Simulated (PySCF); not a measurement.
A structure optimised at PBE-D3(BJ)/def2-SVP, used in a PySCF frequency run:

```xyz
11

C     -0.7726     2.6609     0.0000
C      0.1308     1.7052     0.0000
C      1.0433     0.7400     0.0000
C      0.8060    -0.7076     0.0000
C     -0.4059    -1.2983     0.0000
F     -0.5438    -2.6325     0.0000
H     -1.1695     3.0838     0.9410
H     -1.1695     3.0838    -0.9410
H      2.1040     1.0512     0.0000
H      1.6904    -1.3640     0.0000
H     -1.3712    -0.7637     0.0000
```
Charge 0, spin multiplicity 1.

Problem. Write its SMILES, formula and point group.

Solution. C=C=C/C=C/F, C5H5F, Cs

Problem. What are its rotational constants (standard atomic weights)?

Solution. 10.230, 1.6380, 1.4261 GHz
